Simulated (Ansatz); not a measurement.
Geometry optimisation, RKS CAM-B3LYP-D4/STO-3G in Ansatz 0.2.0.

Input file:

```yaml
crystal:
  periodic: [false, false, false]
  atoms:
    - { symbol: C, position_ang: [-1.6505, -1.0924, -0.2501] }
    - { symbol: O, position_ang: [-0.3009, -1.0151, -0.0103] }
    - { symbol: C, position_ang: [0.0979, 0.2867, -0.0623] }
    - { symbol: C, position_ang: [0.797, 0.8619, 0.9898] }
    - { symbol: Si, position_ang: [1.7214, 1.0048, -0.4825] }
    - { symbol: H, position_ang: [-2.0227, -2.0763, -0.2344] }
    - { symbol: H, position_ang: [-1.9014, -0.6431, -1.2512] }
    - { symbol: H, position_ang: [-2.2117, -0.48, 0.5022] }
    - { symbol: H, position_ang: [0.8129, 0.4606, 2.0274] }
    - { symbol: H, position_ang: [1.7718, 2.4262, -0.8946] }
    - { symbol: H, position_ang: [2.9515, 0.2097, -0.3135] }
basis:
  gaussian: { orbitals: STO-3G }
hamiltonian:
  xc: cam_b3lyp
  dispersion: d4
relax:
  f_tol: 0.02
  max_steps: 40
```

Command:

```bash
$ ansatz run input.yaml --threads 1 --pin off --max-ram 2048MiB --backend cpu --events-out ev --progress --plain --runs-dir out
```

Task: Where does it end, and by what steps?

Result: It converged. Limits of this set-up: minimal basis. After 20 steps the energy has fallen by 2.062 eV; H8 moved furthest, 1.44 Å.

```csv
step,energy less start (eV),largest force component (eV/Å),accepted
0,0.0000,4.121,yes
1,-1.1317,2.083,yes
2,-1.5200,0.708,yes
3,-1.6746,0.740,yes
4,-1.7381,0.704,yes
5,-1.8028,0.394,yes
6,-1.8639,0.344,yes
7,-1.9307,0.464,yes
8,-1.9747,0.557,yes
9,-2.0225,0.191,yes
10,-2.0275,0.731,yes
11,-2.0363,0.544,yes
12,-2.0531,0.130,yes
13,-2.0563,0.081,yes
14,-2.0553,0.302,no
15,-2.0584,0.030,yes
16,-2.0599,0.139,yes
17,-2.0613,0.060,yes
18,-2.0619,0.053,yes
19,-2.0622,0.030,yes
20,-2.0624,0.017,yes
```

```xyz
11
Properties=species:S:1:pos:R:3
C -1.552 -1.016 -0.499
O -0.823 -0.859 0.769
C 0.259 0.004 0.595
C 1.225 0.492 1.380
Si 1.366 1.100 -0.304
H -2.382 -1.714 -0.296
H -0.909 -1.442 -1.293
H -1.969 -0.055 -0.855
H 1.552 0.428 2.414
H 0.955 2.431 -0.668
H 2.343 0.574 -1.222
```

Whether the end is a true minimum wasn't checked by a vibrational analysis.

The run took 51 s on 1 thread of Arm Neoverse V2 (shared host), peak memory 0.12 GiB.
